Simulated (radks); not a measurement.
The numbers below are computed, except where a source is named.
Effect of the nuclear size on neutral caesium, [Xe] 6s1. Level of theory: Dirac Kohn-Sham, BLYP, spin-unpolarised, spherical densities, finite nucleus; Fermi nuclear charge, rms radius 4.8041 fm (a radial shooting solver on a logarithmic mesh with Libxc functionals). The rms radius is varied about that value; shifts are against it.

rms radius (fm)  total energy shift (eV)  density at nucleus (e/bohr^3)  1s1/2 shift (meV)  2s1/2 shift (meV)  4p1/2 shift (meV)  5s1/2 shift (meV)  5p1/2 shift (meV)
4.266                              -1.58                       3.03e+05               -658              -78.4              0.271             -0.462              0.082
4.5927                            -0.638                      2.988e+05               -266              -31.7              0.110             -0.187              0.033
4.8041                                 0                      2.963e+05              0.000              0.000              0.000              0.000              0.000
5.1644                              1.14                      2.924e+05                476               56.7             -0.196              0.334             -0.060
5.4238                              2.00                      2.897e+05                836               99.6             -0.344              0.587             -0.105

Slopes of the eigenvalues against <r^2> in GHz/fm^2, as finite differences over the two radii next to the reference (eigenvalue slopes, not the field-shift constants of lines): 1s1/2 32200, 2s1/2 3830, 4p1/2 -13.3, 5s1/2 22.6, 5p1/2 -4.02.
